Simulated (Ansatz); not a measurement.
Reaction (formal exchange of groups at the Si–Si bond): `N[SiH2][SiH2]F` + `OBCl` → `N[SiH2]B(O)Cl` + `F[SiH3]`

Gas-phase electronic energies from Ansatz, PBE0-D4/def2-TZVP geometries. CCSD(T)/CBS adds triple-zeta CCSD(T) − MP2 to the extrapolated MP2 energy (def2 sets, frozen cores). This one scheme is used for every species. DFT in def2-TZVPP. B3LYP here is the variant with VWN-RPA as its local correlation; programs differ in this. One conformer a species, not always the lowest.

| level | ΔE (kJ/mol) | difference from CCSD(T)/CBS |
| --- | --- | --- |
| PBE0-D4 | 17.1 | 5.7 |
| B3LYP-D4 | 14.4 | 3.0 |
| B2PLYP | 13.2 | 1.8 |
| PBE | 18.5 | 7.1 |
| r2SCAN | 15.1 | 3.7 |
| SCS-MP2/def2-TZVPP | 9.1 | -2.3 |
| CCSD/def2-TZVPP | 11.5 | 0.1 |
| CCSD(T)/def2-TZVPP | 10.6 | -0.8 |
| SCS-MP2/def2-QZVPP | 9.7 | -1.7 |
| CCSD/CBS(def2) | 12.3 | 0.9 |
| CCSD(T)/CBS | 11.4 | 0 |

Largest T1 diagnostic among the species: 0.012.
